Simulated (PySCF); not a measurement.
These are PySCF 2.14.0 with B3LYP-D3(BJ)/def2-TZVP values and carry that method's errors. All species are isolated molecules in the gas phase. One relaxed conformer stands for a flexible species; it need not be the lowest. B3LYP has the VWN-RPA correlation part, as in Gaussian. Excitations are Tamm–Dancoff values on a coarser integration grid. The basis has no diffuse functions, so Rydberg states are missing or too high.

Reference species (SMILES): `N(BB)B` (neutral, multiplicity 1).

```
Item                     Result
----------------------  -------
S1 oscillator strength    0.007
T1 excitation (TDA)     4.09 eV
```

Changed species: `BN(B)B`.

Q: Give the shifts of the S1 oscillator strength and T1 excitation (TDA).

A: the S1 oscillator strength hardly moves; the T1 excitation (TDA) goes up by 1.18 eV, to 5.27 eV.
